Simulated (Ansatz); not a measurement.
```yaml
crystal:
  periodic: [false, false, false]
  atoms:
    - {symbol: N, position_ang: [-0.506875, 3.683030, -1.592570]}
    - {symbol: Si, position_ang: [0.555020, 0.091555, -1.453540]}
    - {symbol: Si, position_ang: [0.656435, -2.629509, 2.656734]}
    - {symbol: S, position_ang: [-2.569365, -3.416211, -0.741043]}
    - {symbol: H, position_ang: [-1.806009, 4.556224, -0.025151]}
    - {symbol: H, position_ang: [-0.809833, 4.669462, -3.554325]}
    - {symbol: H, position_ang: [2.511620, -0.435180, -3.999393]}
    - {symbol: H, position_ang: [2.747193, -5.077973, 3.195051]}
    - {symbol: H, position_ang: [-0.583710, -1.543480, 5.476618]}
basis:
  gaussian: {orbitals: def2-mTZVP, final_grid: {core_spheres: 8, valence_spheres: 7, degree: 23}}
hamiltonian: {xc: {name: SPW92}}
output: {forces: true}
```

```sh
$ ansatz run in.yaml --threads 2 --pin off --events-out ev --progress --plain --max-ram 4352MiB
```

Output, abridged:

```
Functional definition: SPW92
1012 factors; their error is unknown
mean field evaluation 1: about -27959.1449 eV, gradient 1.2e2 eV
mean field evaluation 2: about -27461.0243 eV, gradient 1.7e2 eV
mean field evaluation 4: about -27850.7855 eV, gradient 1.4e2 eV
mean field evaluation 8: about -28016.9469 eV, gradient 8.1e0 eV
mean field evaluation 16: about -28018.2228 eV, gradient 1.4e0 eV
mean field evaluation 32: about -28018.2347 eV, gradient 1.5e-3 eV
mean field -28018.23474893 eV, -1029.6511355814 hartree, gradient 1.5e-6 eV, S^2 0.000000; 10 other end points of the search recorded, 0 dependent functions left out
reference -28018.23482853 eV, -1029.6511385069 hartree; 28, 28 occupied and 72, 72 virtual orbitals, 1012 factors
Total energy: -28018.23482853 eV, -1029.6511385069 hartree
Atom 0 at    -0.506875     3.683030    -1.592570 Å, force    -1.294713     1.479039    -0.334076 eV/Å
Atom 1 at     0.555020     0.091555    -1.453540 Å, force     0.253616     0.005622    -0.806808 eV/Å
Atom 2 at     0.656435    -2.629509     2.656734 Å, force     0.099034    -0.412698     0.748538 eV/Å
Atom 3 at    -2.569365    -3.416211    -0.741043 Å, force     0.522060     0.346666     0.201903 eV/Å
Atom 4 at    -1.806009     4.556224    -0.025151 Å, force     1.362012    -0.951707    -1.959849 eV/Å
Atom 5 at    -0.809833     4.669462    -3.554325 Å, force     0.156062    -1.083184     2.326076 eV/Å
Atom 6 at     2.511620    -0.435180    -3.999393 Å, force    -0.757395     0.180157     0.964921 eV/Å
Atom 7 at     2.747193    -5.077973     3.195051 Å, force    -0.749987     0.830334    -0.175389 eV/Å
Atom 8 at    -0.583710    -1.543480     5.476618 Å, force     0.409310    -0.394229    -0.965315 eV/Å
Dipole moment:     0.464155     0.496769     0.154555 e Å
```

In this input the geometry is stretched to more than twice its size. The run converged. The result belongs to that input, not to the molecule as meant.
